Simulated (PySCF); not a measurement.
PySCF input file for CdHCl, SMILES [Cl][CdH], TDDFT-PBE0/def2-TZVPD. Geometry: B3LYP-D3(BJ)/def2-TZVPD. The def2 effective core potentials stand for the cores of Cd; spin–orbit coupling is left out.

```python
import numpy as np
from pyscf import gto, scf, dft, tdscf

mol = gto.M(
    atom='''
    Cd    0.00000000    0.00000000   -0.56951194
    H     0.00000000    0.00000000   -2.22115071
    Cl    0.00000000    0.00000000    1.73868964
    ''',
    basis='def2-TZVPD',
    ecp={'Cd': 'def2-tzvp'},
    charge=0,
    spin=0,
    symmetry=True,
    symmetry_subgroup='C2v',
    max_memory=1600,
    verbose=4,
)
mf = dft.RKS(mol, xc='pbe0').density_fit(auxbasis='def2-universal-jkfit')
mf.grids.level = 3
mf.conv_tol = 1e-9
mf.max_cycle = 100
mf.kernel()
mf.grids = dft.Grids(mol).set(level=1).build(with_non0tab=True)  # coarser grid for the response kernel
td = tdscf.TDDFT(mf)
td.singlet = True
td.nstates = 10
td.conv_tol = 1e-4
td.kernel(x0=td.get_init_guess(mf, 15))
td.analyze()
tt = tdscf.TDA(mf)
tt.singlet = False
tt.nstates = 4
tt.conv_tol = 1e-4
tt.kernel(x0=tt.get_init_guess(mf, 9))
tt.analyze(verbose=3)
```

Output:

```
PySCF version 2.14.0

[INPUT] verbose = 4
[INPUT] num. atoms = 3
[INPUT] num. electrons = 38
[INPUT] charge = 0
[INPUT] spin (= nelec alpha-beta = 2S) = 0
[INPUT] symmetry True subgroup C2v
[INPUT] Mole.unit = angstrom
[INPUT] Symbol           X                Y                Z      unit          X                Y                Z       unit  Magmom
[INPUT]  1 Cd     0.000000000000   0.000000000000  -0.569511940000 AA    0.000000000000   0.000000000000  -1.076221591270 Bohr   0.0
[INPUT]  2 H      0.000000000000   0.000000000000  -2.221150710000 AA    0.000000000000   0.000000000000  -4.197366523283 Bohr   0.0
[INPUT]  3 Cl     0.000000000000   0.000000000000   1.738689640000 AA    0.000000000000   0.000000000000   3.285647235219 Bohr   0.0

nuclear repulsion = 86.6279572978542
point group symmetry = Coov, use subgroup C2v
symmetry origin: [0.00000000e+00 0.00000000e+00 1.43161076e-09]
symmetry axis x: [1. 0. 0.]
symmetry axis y: [0. 1. 0.]
symmetry axis z: [0. 0. 1.]
num. orbitals of irrep A1 = 43
num. orbitals of irrep A2 = 8
num. orbitals of irrep B1 = 22
num. orbitals of irrep B2 = 22
number of shells = 35
number of NR pGTOs = 148
number of NR cGTOs = 95
basis = def2-TZVPD
ecp = {'Cd': 'def2-tzvp'}


******** <class 'pyscf.df.df_jk.DFSymAdaptedRKS'> ********
method = DFSymAdaptedRKS
initial guess = minao
damping factor = 0
level_shift factor = 0
DIIS = <class 'pyscf.scf.diis.CDIIS'>
diis_start_cycle = 1
diis_space = 8
diis_damp = 0
SCF conv_tol = 1e-09
SCF conv_tol_grad = None
SCF max_cycles = 100
direct_scf = False
XC library pyscf.dft.libxc version 7.1.2
    S. Lehtola, C. Steigemann, M. J. T. Oliveira, and M. A. L. Marques,  SoftwareX 7, 1–5 (2018)
XC functionals = pbe0
    C. Adamo and V. Barone,  J. Chem. Phys. 110, 6158 (1999)
    M. Ernzerhof and G. E. Scuseria,  J. Chem. Phys. 110, 5029 (1999)
radial grids:
    Treutler-Ahlrichs [JCP 102, 346 (1995); DOI:10.1063/1.469408] (M4) radial grids

becke partition: Becke, JCP 88, 2547 (1988); DOI:10.1063/1.454033
pruning grids: <function nwchem_prune>
grids dens level: 3
symmetrized grids: True
atomic radii adjust function: <function treutler_atomic_radii_adjust>
small_rho_cutoff = 0
Freeze 0 electrons in irreps []
    38 free electrons in irreps A1 A2 B1 B2
Set gradient conv threshold to 3.16228e-05
Initial guess from minao.
tot grids = 51080
******** <class 'pyscf.df.df.DF'> ********
auxbasis = def2-universal-jkfit
init E= -616.110140362037
HOMO (B2) = -0.710044125466914  LUMO (A1) = -0.562954334365273  gap/eV = 4.00252
cycle= 1 E= -626.894447123321  delta_E= -10.8  |g|= 3.34  |ddm|= 6.27
HOMO (B2) = 0.0840271469362275  LUMO (B2) = 0.0840271469362275  gap/eV = 0.00000

WARN: B1 HOMO 0.0840271469362275 > system LUMO 0.0840271469362275


WARN: B2 LUMO 0.0840271469362275 < system HOMO 0.0840271469362275

cycle= 2 E= -599.463462209105  delta_E= 27.4  |g|= 7.74  |ddm|= 18.8
HOMO (B1) = -0.449437385376659  LUMO (A1) = -0.311248410905108  gap/eV = 3.76031
cycle= 3 E= -627.552066474898  delta_E= -28.1  |g|= 1.93  |ddm|= 18.6
HOMO (A1) = -0.3546350643783  LUMO (A1) = -0.135560883005374  gap/eV = 5.96131
cycle= 4 E= -628.148253129417  delta_E= -0.596  |g|= 1.16  |ddm|= 3.17
HOMO (B1) = -0.294811625656241  LUMO (A1) = -0.0349446892296733  gap/eV = 7.07134
cycle= 5 E= -628.451933458668  delta_E= -0.304  |g|= 0.22  |ddm|= 1.33
HOMO (B2) = -0.305737333428162  LUMO (A1) = -0.0364905728589183  gap/eV = 7.32658
cycle= 6 E= -628.457148458555  delta_E= -0.00521  |g|= 0.0483  |ddm|= 0.17
HOMO (B2) = -0.31277891151989  LUMO (A1) = -0.0374309109884865  gap/eV = 7.49260
cycle= 7 E= -628.457773573304  delta_E= -0.000625  |g|= 0.0183  |ddm|= 0.0506
HOMO (B2) = -0.31466671785275  LUMO (A1) = -0.0368330855500062  gap/eV = 7.56024
cycle= 8 E= -628.457829156977  delta_E= -5.56e-05  |g|= 0.00273  |ddm|= 0.0123
HOMO (B2) = -0.314281389316218  LUMO (A1) = -0.036387341994228  gap/eV = 7.56188
cycle= 9 E= -628.457830606045  delta_E= -1.45e-06  |g|= 0.000381  |ddm|= 0.00278
HOMO (B2) = -0.314234991384132  LUMO (A1) = -0.036434692669297  gap/eV = 7.55933
cycle= 10 E= -628.457830662747  delta_E= -5.67e-08  |g|= 0.000115  |ddm|= 0.000631
HOMO (B2) = -0.314227296135988  LUMO (A1) = -0.0364302859711499  gap/eV = 7.55924
cycle= 11 E= -628.457830665975  delta_E= -3.23e-09  |g|= 1.96e-05  |ddm|= 0.000159
HOMO (B2) = -0.314228025576904  LUMO (A1) = -0.0364317010258032  gap/eV = 7.55922
cycle= 12 E= -628.457830666075  delta_E= -1e-10  |g|= 7.49e-06  |ddm|= 3.2e-05
HOMO (B2) = -0.314226254150872  LUMO (A1) = -0.0364305022391495  gap/eV = 7.55921
Extra cycle  E= -628.457830666077  delta_E= -2.05e-12  |g|= 8.4e-06  |ddm|= 1.51e-05
converged SCF energy = -628.457830666077
tot grids = 17000


******** <class 'pyscf.tdscf.rks.TDDFT'> for <class 'pyscf.df.df_jk.DFSymAdaptedRKS'> ********
nstates = 10 singlet
deg_eia_thresh = 1.000e-03
wfnsym = None
conv_tol = 0.0001
eigh lindep = 1e-12
eigh level_shift = 0
eigh max_cycle = 100


Excitation energies (eV)
[6.12225388 6.12225389 6.49054335 6.51210733 6.51211041 6.75381408
 7.09052188 7.09052188 8.00596685 8.27144011]

** Singlet excitation energies and oscillator strengths **
Excited State   1:   B2      6.12225 eV    202.51 nm  f=0.0216
      19 -> 20        0.70427
Excited State   2:   B1      6.12225 eV    202.51 nm  f=0.0216
      18 -> 20        0.70427
Excited State   3:   A2      6.49054 eV    191.02 nm  f=0.0000
      18 -> 22        0.49889
      19 -> 21       -0.49889
Excited State   4:   A2      6.51211 eV    190.39 nm  f=0.0000
      18 -> 22       -0.49901
      19 -> 21       -0.49901
Excited State   5:   A1      6.51211 eV    190.39 nm  f=0.0000
      18 -> 21       -0.49901
      19 -> 22        0.49901
Excited State   6:   A1      6.75381 eV    183.58 nm  f=0.0000
      16 -> 20       -0.18449
      17 -> 20        0.26892
      18 -> 21        0.44219
      19 -> 22        0.44219
Excited State   7:   B1      7.09052 eV    174.86 nm  f=0.0507
      17 -> 21        0.70047
Excited State   8:   B2      7.09052 eV    174.86 nm  f=0.0507
      17 -> 22        0.70047
Excited State   9:   A1      8.00597 eV    154.86 nm  f=0.9051
      16 -> 20        0.23761
      17 -> 20        0.61076
      17 -> 23        0.11303
      18 -> 21       -0.13481
      19 -> 22       -0.13481
Excited State  10:   A1      8.27144 eV    149.89 nm  f=0.2615
      16 -> 20        0.62570
      17 -> 20       -0.13783
      18 -> 21        0.16720
      19 -> 22        0.16720

** Transition electric dipole moments (AU) **
state          X           Y           Z        Dip. S.      Osc.
  1         0.0000      0.3794     -0.0000      0.1439      0.0216
  2         0.3794      0.0000     -0.0000      0.1439      0.0216
  3        -0.0000      0.0000      0.0000      0.0000      0.0000
  4        -0.0000     -0.0000     -0.0000      0.0000      0.0000
  5         0.0000      0.0000      0.0000      0.0000      0.0000
  6        -0.0000     -0.0000     -0.0018      0.0000      0.0000
  7         0.5400      0.0000      0.0000      0.2916      0.0507
  8         0.0000      0.5400      0.0000      0.2916      0.0507
  9         0.0000      0.0000      2.1482      4.6146      0.9051
 10        -0.0000     -0.0000     -1.1359      1.2904      0.2615

WARN: ECP detected. Skipping calculation of transition velocity and magnetic dipole moments, which have not yet been implemented.



******** <class 'pyscf.tdscf.rks.TDA'> for <class 'pyscf.df.df_jk.DFSymAdaptedRKS'> ********
nstates = 4 triplet
deg_eia_thresh = 1.000e-03
wfnsym = None
conv_tol = 0.0001
eigh lindep = 1e-12
eigh level_shift = 0
eigh max_cycle = 100


Excitation energies (eV)
[5.76035193 5.76035193 5.76529265 6.21658298]

** Triplet excitation energies and oscillator strengths **
Excited State   1:   B2      5.76035 eV    215.24 nm  f=0.0000
Excited State   2:   B1      5.76035 eV    215.24 nm  f=0.0000
Excited State   3:   A1      5.76529 eV    215.05 nm  f=0.0000
Excited State   4:   A1      6.21658 eV    199.44 nm  f=0.0000
```

Self-consistency was reached.
